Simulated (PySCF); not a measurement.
Point-charge models of `CCCNN1CCCC1` against its computed dipole.

Coordinates (GFN2-xTB, Å) and charges (e) from the PBE0/pcSseg-1 density (PySCF):

```
atom       x       y       z  Mulliken      IAO  Hirshfeld  ESP-fitted
  C1   3.112  -0.481   0.365   -0.2789  -0.4184    -0.1249     -0.2734
  C2   2.310   0.711  -0.138   -0.2548  -0.2529    -0.0759     +0.3339
  C3   1.350   1.229   0.931   -0.0343  -0.1429    -0.0303     -0.2071
  N4   0.346   0.223   1.229   -0.3245  -0.3206    -0.1082     -0.6516
  N5  -0.504  -0.035   0.144   -0.5078  -0.1785    -0.0451     +0.1078
  C6  -1.621   0.895  -0.036   +0.0286  -0.1712    -0.0347     +0.0262
  C7  -2.737   0.087  -0.713   -0.2742  -0.2694    -0.0686     -0.2378
  C8  -2.147  -1.321  -0.876   -0.2131  -0.2649    -0.0719     +0.0205
  C9  -1.075  -1.370   0.201   +0.0359  -0.1445    -0.0360     -0.1839
 H10   3.751  -0.189   1.196   +0.0962  +0.1289    +0.0332     +0.0487
 H11   2.433  -1.256   0.707   +0.1248  +0.1464    +0.0298     +0.0821
 H12   3.740  -0.884  -0.427   +0.1067  +0.1353    +0.0359     +0.0517
 H13   1.720   0.416  -1.006   +0.1277  +0.1432    +0.0272     -0.0766
 H14   2.982   1.519  -0.434   +0.1074  +0.1267    +0.0343     -0.0553
 H15   0.905   2.180   0.593   +0.0978  +0.1020    +0.0226     +0.0568
 H16   1.895   1.420   1.860   +0.1026  +0.1327    +0.0403     +0.1358
 H17  -0.183   0.485   2.070   +0.1587  +0.2092    +0.0935     +0.3462
 H18  -1.292   1.739  -0.647   +0.1238  +0.1372    +0.0342     +0.0498
 H19  -1.960   1.292   0.938   +0.0812  +0.1014    +0.0226     +0.0270
 H20  -3.623   0.060  -0.078   +0.1229  +0.1369    +0.0379     +0.0887
 H21  -3.024   0.516  -1.671   +0.1252  +0.1407    +0.0410     +0.0749
 H22  -1.682  -1.422  -1.856   +0.1216  +0.1394    +0.0389     +0.0282
 H23  -2.895  -2.103  -0.758   +0.1196  +0.1390    +0.0417     +0.0309
 H24  -1.518  -1.581   1.190   +0.0791  +0.0981    +0.0226     +0.0791
 H25  -0.296  -2.107   0.006   +0.1277  +0.1463    +0.0405     +0.0974
```

Problem. Form Σ q r in debye for every column and set it beside the full dipole.

Solution. The full density gives (-1.42, 0.66, 0.27) D, 1.59 D in size; dipole vectors point from the negative to the positive end.

```tsv
scheme	μx	μy	μz	size (D)	share of the full size (%)	angle to the full dipole (°)
Mulliken	-1.11	0.22	-0.32	1.17	74	29
IAO	-1.02	0.41	-0.07	1.10	69	14
Hirshfeld	-0.98	0.20	0.19	1.02	64	13
ESP-fitted	-1.46	0.64	0.33	1.63	102	2
```

Problem. Which set comes closest?

Solution. Length of the difference vector: ESP-fitted 0.07 D, IAO 0.58 D, Hirshfeld 0.64 D, Mulliken 0.80 D. Closest: ESP-fitted. The schemes that divide the density aren't constrained to reproduce the dipole.

Problem. What is left for the Hirshfeld atoms' own dipoles?

Solution. The shares of the density sum to the whole, so what Σ q r misses lies in dipoles about the nuclei. The atomic dipoles sum to (-1.42, 0.66, 0.27) − (-0.98, 0.20, 0.19) = (-0.44, 0.46, 0.08) D, 0.64 D in size.

Problem. With the origin at the mean of the coordinates, (0.000, 0.001, 0.112) Å, which are the largest single terms, by size, of the ESP-fitted dipole along the direction of the full one?

Solution. C1 +3.86, C2 -2.91, C7 -2.68, H20 +1.38, H17 +1.16 D; all 25 atoms together +1.63 D. The single terms depend on the origin, their sum doesn't.

Problem. Give the size of the full dipole in other units.

Solution. 1.59 D = 0.626 au = 0.331 e·Å = 5.31 × 10⁻³⁰ C·m.

One conformer (not necessarily the lowest) at the GFN2-xTB geometry, without solvent, vibrations or thermal averaging.

The run behind these numbers computed NMR shieldings as well. Hardware: one thread, Arm Neoverse V1 (aarch64), no GPU, on a shared host. Cost: 55 s wall, 1.1 GiB resident at most.
